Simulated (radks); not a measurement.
Results of a calculation; reference values are marked as such.
Orbital eigenvalues (eV) of the samarium ion Sm+, [Xe] 4f6 6s1, at several levels of relativity; Dirac values are averaged over j with weights 2j + 1. Spin-unpolarised spherical Kohn-Sham, LDA (Slater exchange, Perdew-Wang correlation), point nucleus unless stated (finite: rms radius 5.0819 fm), a radial shooting solver on a logarithmic mesh with Libxc functionals. A level marked "c x" has the speed of light scaled by that factor and shares open shells by 2j + 1; other Dirac levels either fill j = l - 1/2 first or share by 2j + 1.

| shell | non-rel. | Dirac, 2j+1 shares | Dirac, low j first | Dirac, c x 5 | change of magnitude, last against first (%) |
|---|---|---|---|---|---|
| 2s | -6958.5 | -7616.7 | -7616.2 | -6981.9 | +0.34 |
| 2p | -6611.0 | -6821.1 | -6820.6 | -6618.7 | +0.12 |
| 3s | -1522.5 | -1673.0 | -1672.5 | -1527.9 | +0.35 |
| 3p | -1368.9 | -1421.8 | -1421.3 | -1370.8 | +0.14 |
| 3d | -1081.6 | -1069.6 | -1069.1 | -1081.2 | -0.04 |
| 4s | -301.10 | -336.87 | -336.54 | -302.35 | +0.42 |
| 4p | -242.00 | -253.80 | -253.49 | -242.42 | +0.17 |
| 4d | -137.02 | -134.62 | -134.33 | -136.93 | -0.07 |
| 5s | -44.335 | -49.562 | -49.480 | -44.511 | +0.40 |
| 5p | -28.725 | -29.660 | -29.601 | -28.753 | +0.10 |
| 4f | -11.922 | -8.8297 | -8.6258 | -11.792 | -1.09 |
| 6s | -8.1770 | -8.6744 | -8.6654 | -8.1933 | +0.20 |
